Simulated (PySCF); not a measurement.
# Electron correlation in Ge(30+) (germanium, charge +30)

1s2, closed-shell 1S. Calculation: PySCF 2.14, in an uncontracted even-tempered set (15 s from 40 bohr⁻², ratio 2.2; 7 p from 60 bohr⁻², ratio 2.4; 4 d from 180 bohr⁻², ratio 2.4; 3 f from 270 bohr⁻², ratio 2.4; 3 g from 410 bohr⁻², ratio 2.4); no relativity, point nucleus. Frozen: nothing; 2 electrons correlated; the 11 highest virtual orbitals of each spin left out.

With two correlated electrons CCSD is exact within the correlated space (frozen core and kept virtual orbitals).

```json
{"level": "CCSD", "correlation energy (mhartree)": "-45.68"}
```

Diagnostics: T1 = 2.2e-06, D1 = 0.0000, largest double amplitude 0.001.

Cost of the coupled-cluster step: about 7 core-seconds, for 2 correlated electrons.

At this charge a non-relativistic calculation is a model, useful for the Z dependence of the correlation energy.
